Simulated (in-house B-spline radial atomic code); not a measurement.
The numbers below are computed, except where a source is named.
## the gallium ion Ga³⁺ at several levels of theory

Ground configuration [Ar] 3d10. All numbers come from a B-spline radial code for spherical atoms, all electrons, at the radial basis limit. Mean-field, RPA, GW and linear-response runs are scalar-relativistic (one-electron X2C), no spin-orbit coupling, without Breit or QED terms, open shells spin-polarised at highest spin; the many-body runs on Dirac-Hartree-Fock orbitals are four-component, and their energies hold both.

**Ionisation energy.** The reference is 63.241 ± 0.009 eV (NIST, measured). It runs between the lowest fine-structure levels, while the runs without spin-orbit coupling give shell averages, so part of their difference is this splitting, and a close match can be a cancellation.

| method | value (eV) | minus reference (eV) |
| --- | --- | --- |
| minus the highest LDA VWN5 level | 52.85 | -10.39 |
| minus the highest PBE level | 52.48 | -10.76 |
| G0W0 on PBE | 63.45 | +0.21 |
| minus the highest r2SCAN level | 52.87 | -10.37 |
| minus the highest PBE0 level | 55.88 | -7.36 |
| G0W0 on PBE0 | 63.55 | +0.31 |
| minus the highest B3LYP (VWN-RPA) level | 55.38 | -7.86 |
| minus the highest CAM-B3LYP level | 57.40 | -5.84 |
| minus the highest LC-wPBE level | 58.04 | -5.20 |
| minus the highest Hartree-Fock level | 65.04 | +1.80 |
| G0W0 on Hartree-Fock | 63.62 | +0.38 |
| Dirac-Fock + self-energy with TDHF screening (3d5/2) | 63.09 | -0.16 |

**Question.** Which methods come closest, and which lies farthest off?

**Answer.** Closest: Dirac-Fock + self-energy with TDHF screening (3d5/2) (-0.16 eV) and G0W0 on PBE (+0.21 eV). Farthest: minus the highest PBE level (-10.76 eV). The TDHF-screened form was chosen among four for its agreement on 13 closed-shell atoms.

**Static dipole polarisability and C6** of two like species, by linear response (no reference value is at hand):

```json
{"method": "LDA VWN5", "α (bohr³)": "1.491", "C6 (hartree·bohr⁶)": "3.35"}
{"method": "PBE", "α (bohr³)": "1.495", "C6 (hartree·bohr⁶)": "3.357"}
{"method": "PBE0", "α (bohr³)": "1.41", "C6 (hartree·bohr⁶)": "3.146"}
{"method": "B3LYP (VWN-RPA)", "α (bohr³)": "1.439", "C6 (hartree·bohr⁶)": "3.216"}
{"method": "CAM-B3LYP", "α (bohr³)": "1.442", "C6 (hartree·bohr⁶)": "3.221"}
{"method": "LC-wPBE", "α (bohr³)": "1.47", "C6 (hartree·bohr⁶)": "3.3"}
{"method": "TDHF", "α (bohr³)": "1.24", "C6 (hartree·bohr⁶)": "2.723"}
{"method": "relativistic RPA (four-component TDHF)", "α (bohr³)": "1.24", "C6 (hartree·bohr⁶)": "2.724"}
```

**Question.** What mean excitation energy do α and C6 imply in London's formula C6 = (3/4) α² ω?

**Answer.** LDA VWN5: ω = 2.009 hartree; relativistic RPA (four-component TDHF): ω = 2.362 hartree. A method that puts the excitations lower gives a larger α and a smaller ω.

Run times on one thread of shared hosts: mean field, RPA, SOSEX and G0W0 on PBE, 3.3 s (Arm Neoverse N1); TDDFT with PBE, 1.5 s (Arm Neoverse N1); removal energies by the self-energy, 34 s (Arm Neoverse N1).
